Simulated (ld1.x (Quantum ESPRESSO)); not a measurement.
Before and after: TM potential for ruthenium (Ru)

ld1.x (Quantum ESPRESSO) 7.5 input, shortened:

```
&input
   title='Ru', zed=44., rel=1, dft='PW91', iswitch=3,
   config='[Kr] 4d8 5s0 5p0'
 /
 &inputp
   pseudotype=2, tm=.true., lloc=-2, rcloc=1.55,
   nlcc=.false.
 /
3
4S  1  0   2.00   0.00  1.80  1.80  0.0
4P  2  1   6.00   0.00  1.40  1.40  0.0
4D  3  2   8.00   0.00  1.65  1.65  0.0
 &test
   configts(1)='4s2 4p6 4d8 5s0 5p0'
 /
```

All-electron outer shells of the reference configuration (PW91, scalar-relativistic, ld1.x):

```tsv
shell	level (eV)	outermost node (bohr)	outermost maximum (bohr)
3p	-444.45	0.16	0.36
3d	-270.36	–	0.30
4s	-73.66	0.48	0.92
4p	-43.81	0.49	0.98
5s	-3.45	1.24	2.83
4d	-3.21	0.48	1.23
5p	-0.59	1.43	4.55
```

Change: all radii scaled by about 1.09 (s 1.96, p 1.52, d 1.80 bohr); local potential all-electron potential smoothed inside 1.68 bohr (lloc = -2).

Cutoffs: the cutoffs (Ry, on a coarse ladder) from which the occupation-weighted sum of valence levels, in a spherical-Bessel basis at the reference potential, stays within 10 and 1 mRy of its value at 400 Ry; they do not see the model core or the augmentation charge, which bear on the density cutoff. Errors are all-electron minus pseudo energies relative to the spin-unpolarised reference configuration.

Task: Predict the effect on cutoff, ghosts and configuration errors.

Result: The potential gets softer (60 Ry and 110 Ry → 55 Ry and 90 Ry); the bound ghost in s disappears; of the 7 tests that both files solve, the error grows in 3 and shrinks in 4 by more than 15 % and 0.3 meV (median size 4461.0 → 1001.8 meV). A larger radius leaves more room for a smooth pseudo-wave, so fewer plane waves are needed.

| quantity | base | changed |
| --- | --- | --- |
| cutoff, loose | 60 Ry | 55 Ry |
| cutoff, tight | 110 Ry | 90 Ry |
| loose cutoff by channel (10 mRy a level) | s 25 Ry, p 45 Ry, d 40 Ry | s 18 Ry, p 30 Ry, d 40 Ry |
| bound ghosts | s | none |
| error for 4s2 4p6 4d7 5s1 5p0, meV [ΔE 0.33 eV] | +4461 | +1002 |
| error for 4s2 4p6 4d7 5s0 5p0, meV [ΔE 7.69 eV] | -0.4 | -1.3 |
| error for 4s2 4p6 4d6 5s0 5p0, meV [ΔE 25.94 eV] | -3.4 | -8.9 |
| error for 4s1 4p6 4d7 5s1 5p0, meV [ΔE 83.10 eV] | +6845 | +1443 |
| error for 4s2 4p6 4d7 5s0 5p1, meV [ΔE 3.83 eV] | +5.0 | -12 |
| error for 4s2 4p6 4d6 5s1 5p0, meV [ΔE 10.51 eV] | +6135 | +1515 |
| error for 4s2 4p6 4d6 5s2 5p0, meV [ΔE 2.03 eV] | +9901 | +2406 |

Base: These tests converged, but a pseudo level misses the all-electron one widely, so the file describes the atom poorly there or has found another state: 4s2 4p6 4d7 5s1 5p0: 5s by 3.5 eV (a node warning on the way); 4s2 4p6 4d7 5s0 5p0: empty 5s by 3.2 eV; 4s2 4p6 4d6 5s0 5p0: empty 5s by 5.7 eV; 4s1 4p6 4d7 5s1 5p0: 5s by 5.7 eV; 4s2 4p6 4d6 5s1 5p0: 5s by 4.8 eV; 4s2 4p6 4d6 5s2 5p0: 4p by 4.3 eV (a node warning on the way). A true bound ghost makes a file unfit for plane-wave use even where its test errors are small: the radial tests pick states by their node count and pass the ghost by.
